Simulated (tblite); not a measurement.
Start geometry of `CC[C@@H]1[SiH2][Si@@H](N[SiH3])[C@@H]1F` from a force field or distance geometry (Å):
```
atom  x, y, z in Å
C1    -3.3863    0.3993   -0.0506
C2    -2.4827   -0.7938   -0.1732
C3    -1.1414   -0.3593    0.4191
Si4   -0.4978    1.0890   -0.5592
Si5    1.3629   -0.1518   -0.4485
N6     2.4378    0.5697    0.7264
Si7    4.1618    0.2069    0.5495
C8     0.0322   -1.2545    0.1740
F9    -0.2145   -2.2874   -0.7228
H10   -4.0259    0.4722   -0.9329
H11   -2.7315    1.3048    0.0283
H12   -3.9735    0.3145    0.8990
H13   -2.4050   -1.0842   -1.2357
H14   -2.9163   -1.6460    0.3839
H15   -1.3269   -0.1286    1.5109
H16   -0.4569    2.2942    0.2835
H17   -1.0520    1.3170   -1.8724
H18    1.9146   -0.5996   -1.7097
H19    2.3359    1.6265    0.6729
H20    4.6174   -0.0572   -0.7906
H21    4.4685   -0.8858    1.5032
H22    4.9045    1.3919    1.0227
H23    0.3703   -1.7110    1.1510
```

Question: What comes out of this run: GFN2-xTB geometry optimisation, gas phase (tblite)?

Answer: 
```
atom  x, y, z in Å
C1    -3.5396    0.3106    0.2229
C2    -2.4620   -0.7275   -0.0549
C3    -1.0667   -0.1658    0.1834
Si4   -0.4477    1.2947   -0.9307
Si5    1.4738   -0.0082   -0.7119
N6     2.5868    0.5291    0.5082
Si7    4.2611    0.1555    0.7733
C8     0.0684   -1.1898   -0.0469
F9    -0.2740   -2.0528   -1.0896
H10   -4.5288   -0.1095    0.0544
H11   -3.4117    1.1702   -0.4324
H12   -3.4828    0.6558    1.2535
H13   -2.5408   -1.0653   -1.0902
H14   -2.6214   -1.6006    0.5861
H15   -0.9979    0.1394    1.2345
H16   -0.6496    2.6041   -0.2893
H17   -1.1421    1.3488   -2.2213
H18    2.2856   -0.6774   -1.7259
H19    2.1517    1.0253    1.2700
H20    4.9063    0.1838   -0.5368
H21    4.4368   -1.1571    1.4047
H22    4.7560    1.2126    1.6558
H23    0.2340   -1.8488    0.8121
```

The energy falls by 126.5 kJ/mol over 151 L-BFGS steps, the largest force on an atom goes from 3.75 to 0.010 eV/Å, and the atoms move by 0.528 Å rms after alignment. The bond that changes most is Si5–C8 (SiH silicon to sp3 C–F carbon), which lengthens by 0.116 Å. Bonds longer at the end by more than 0.005 Å: 9 of 23; shorter: 12. Among the angles that change most is Si5–N6–Si7, from 116.5° to 131.2°. Among the dihedrals that turn most is H18–Si5–N6–H19, from 100° to 179°. Rotational constants go from 2178, 500.8, 441.6 to 1964, 462.3, 425.6 MHz. The orientation of the end geometry is arbitrary; only internal coordinates are fixed.

GFN2-xTB frequencies show an imaginary mode (23i cm⁻¹), so the point is no minimum at that level. 3 starts were optimised and ended at 0.00, 0.03 and 0.08 kcal/mol (GFN2-xTB); the lowest of these is shown.

The numbers are calculated, not measured.
